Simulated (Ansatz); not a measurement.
All values below come from frozen-core CCSD(T)/cc-pVTZ // B3LYP-D3(BJ)/def2-TZVP (Ansatz, a quantum-chemistry and plane-wave program). The geometry is that of the parent before the electron was removed.

Ansatz 0.2 input:
```yaml
crystal:
  periodic: [false, false, false]
  atoms:
    - { symbol: Si, position_ang: [1.597354, -0.622894, 0.089884] }
    - { symbol: B, position_ang: [-0.064635, 0.502024, 0.095233] }
    - { symbol: Si, position_ang: [-1.881262, -0.277714, -0.284499] }
    - { symbol: S, position_ang: [-0.012886, 2.235061, 0.42856] }
    - { symbol: H, position_ang: [1.838461, -1.160105, -1.274345] }
    - { symbol: H, position_ang: [1.456419, -1.77919, 1.011194] }
    - { symbol: H, position_ang: [2.790823, 0.163598, 0.499879] }
    - { symbol: H, position_ang: [-1.867038, -0.950418, -1.609347] }
    - { symbol: H, position_ang: [-2.196387, -1.307272, 0.739838] }
    - { symbol: H, position_ang: [-2.966658, 0.735523, -0.282291] }
    - { symbol: H, position_ang: [1.305563, 2.432403, 0.645247] }
basis:
  gaussian: { orbitals: cc-pVTZ }
correlation:
  method: ccsd_t
total_charge: 1
magnetization:
  spin_polarized: true
  initial_magnetization: 1
```

Output:

```
Functional definition: HF
1306 factors; integrals over basis functions are off by at most 1.1e-3 eV
mean field evaluation 1: about -27314.3519 eV, gradient 1.4e1 eV
mean field evaluation 2: about -27314.3661 eV, gradient 1.4e1 eV
mean field evaluation 4: about -27316.6711 eV, gradient 2.2e0 eV
mean field evaluation 8: about -27316.7494 eV, gradient 2.2e-1 eV
mean field evaluation 16: about -27316.3587 eV, gradient 5.0e0 eV
mean field evaluation 32: about -27316.3548 eV, gradient 7.6e-2 eV
mean field evaluation 64: about -27315.1573 eV, gradient 1.7e-1 eV
mean field evaluation 96: about -27313.4617 eV, gradient 1.9e-2 eV
mean field evaluation 128: about -27313.7186 eV, gradient 3.1e-2 eV
mean field evaluation 160: about -27316.3266 eV, gradient 8.9e-3 eV
mean field -27316.75436990 eV, -1003.8722071327 hartree, gradient 1.7e-6 eV, S^2 0.775014; 7 other end points of the search recorded, 0 dependent functions left out
determinant -27316.75436990 eV, -1003.8722071327 hartree, with singles and doubles -27332.91130879 eV, -1004.4659636855 hartree
determinant -27316.35508602 eV, -1003.8575337209 hartree, with singles and doubles -27332.05248524 eV, -1004.4344025022 hartree
determinant -27316.32658554 eV, -1003.8564863472 hartree, with singles and doubles -27332.37804353 eV, -1004.4463665485 hartree
determinant -27315.15912592 eV, -1003.8135829979 hartree, with singles and doubles -27331.46212101 eV, -1004.4127070167 hartree
determinant -27313.46174712 eV, -1003.7512054775 hartree, with singles and doubles -27328.87949818 eV, -1004.3177973781 hartree
determinant -27316.75436990 eV, -1003.8722071327 hartree, with singles and doubles -27332.61289710 eV, -1004.4549972579 hartree
determinant -27316.32658554 eV, -1003.8564863472 hartree, with singles and doubles -27332.54907864 eV, -1004.4526519730 hartree
16 core orbitals not correlated
reference -27316.75436990 eV, -1003.8722071327 hartree; 12, 11 occupied and 202, 203 virtual orbitals, 1306 factors
second order -13.88783647 eV of doubles, -0.00000000 eV of singles
cycle   1  -15.85852372 eV  change    3.5e-6 eV  update   3.6e-6
perturbative correction -0.71028029 eV, -0.0261023193 hartree
Total energy: -27333.32317391 eV, -1004.4810994494 hartree
```

Cost: roughly 80 core-minutes.
